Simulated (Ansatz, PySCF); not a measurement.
This PySCF input computes a CCSD(T)/cc-pVDZ energy:

```python
from pyscf import gto, scf, mp, cc as ccmod

mol = gto.M(
    atom='''
    B     0.94978777   -0.02916761   -0.10003943
    C    -0.58452339   -0.07107668   -0.00923838
    H     1.69160790    0.79740755    0.33312697
    H    -1.04201850    0.91001100   -0.18700148
    H    -1.07959224   -0.81779340   -0.63116826
    H    -0.81179566   -0.31732705    1.04067027
    ''',
    basis='cc-pvdz',
    charge=0,
    spin=1,
    verbose=4,
)

mf = scf.UHF(mol)
mf.conv_tol = 1e-10
mf.max_cycle = 100
mf.kernel()
mo, _, stable, _ = mf.stability(return_status=True)
if not stable:
    mf.kernel(mf.make_rdm1(mo, mf.mo_occ))
mp2 = mp.MP2(mf, frozen=2).run()
cc = ccmod.CCSD(mf, frozen=2)
cc.max_cycle = 100
cc.kernel()
et = cc.ccsd_t()
print(f'E(CCSD(T)) = {cc.e_tot + et:.9f}')
```

Q: Write an input for the same energy in Ansatz (a first-principles code) and say what it gives.

A: 
Ansatz 0.2 input:
```yaml
crystal:
  periodic: [false, false, false]
  atoms:
    - {symbol: B, position_ang: [0.94978777, -0.02916761, -0.10003943]}
    - {symbol: C, position_ang: [-0.58452339, -0.07107668, -0.00923838]}
    - {symbol: H, position_ang: [1.69160790, 0.79740755, 0.33312697]}
    - {symbol: H, position_ang: [-1.04201850, 0.91001100, -0.18700148]}
    - {symbol: H, position_ang: [-1.07959224, -0.81779340, -0.63116826]}
    - {symbol: H, position_ang: [-0.81179566, -0.31732705, 1.04067027]}
basis:
  gaussian:
    orbitals: cc-pVDZ
magnetization: {spin_polarized: true, initial_magnetization: 1}
correlation: {method: ccsd_t, electrons: outside_noble_gas}
```
It gives -65.05676 Eh, and PySCF -65.05676 Eh, a difference of 0.00 mEh.

It need not be the lowest isomer of its formula.
